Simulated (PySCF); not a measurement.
Calculation: PySCF 2.14.0 with PBE0-D4/def2-TZVP. Isolated molecules, 0 K electronic values unless said otherwise. One relaxed conformer stands for a flexible species; it need not be the lowest. Excitations are Tamm–Dancoff values on a coarser integration grid. The basis has no diffuse functions, so Rydberg states are missing or too high.

Reference species (SMILES): `[GeH3][SiH2]O` (H–O–Si–Ge torsion 60°) (neutral, multiplicity 1).

- S1 excitation (TDA) = 6.12 eV
- HOMO = -7.81 eV

Changed species: `C([SiH2]O)O` (X = hydroxymethyl; the reference has X = germyl).

Task: Predict the effect on the S1 excitation (TDA) and HOMO.

Result: the S1 excitation (TDA) increases by 0.27 eV, to 6.39 eV; the HOMO increases by 0.28 eV, to -7.53 eV.
